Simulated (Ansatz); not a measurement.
This geometry of FGeH3 + FH (7 atoms, charge 0, multiplicity 1) is a first-order saddle point.

All numbers below come from RKS PBE/def2-SVP (Ansatz 0.2.0).

```xyz
7
Properties=species:S:1:pos:R:3
Ge -0.267 0.003 -0.100
H 0.039 -0.027 1.707
F 1.511 0.013 -0.093
H -0.580 1.366 -0.741
H -0.578 -1.371 -0.719
F -1.985 0.024 0.968
H -0.905 -0.008 1.668
```

Which two structures does it join? (They come from a converged band through this point; their orientation in space is the band's.)

Bonds broken: Ge1–H2, F6–H7. Bonds formed: Ge1–F6, H2–H7. FGeH3 + FH becomes F2GeH2 + H2.

Image 0:

```xyz
7
Properties=species:S:1:pos:R:3
Ge 0.201 0.000 -0.074
H 0.342 0.000 1.474
F 1.864 0.000 -0.673
H -0.440 1.298 -0.614
H -0.440 -1.298 -0.613
F -2.347 0.000 1.173
H -1.943 -0.001 2.017
```

Image 10:

```xyz
7
Properties=species:S:1:pos:R:3
Ge -0.476 0.000 -0.889
H -0.022 0.000 2.920
F 0.476 0.000 0.584
H -0.206 1.333 -1.618
H -0.207 -1.333 -1.618
F -2.143 0.000 -0.361
H -0.186 -0.001 3.671
```

How far does it lie above each of them?

1.08 eV above the first and 1.59 eV above the second. This is the barrier of this one path; another mechanism may lie lower. The orbitals stay closed-shell, which can raise the energy where a bond breaks towards radicals; this wasn't checked here.

Time of the run: 4.2 min on 1 thread of Arm Neoverse V1, on a shared host, peak memory 0.14 GiB.
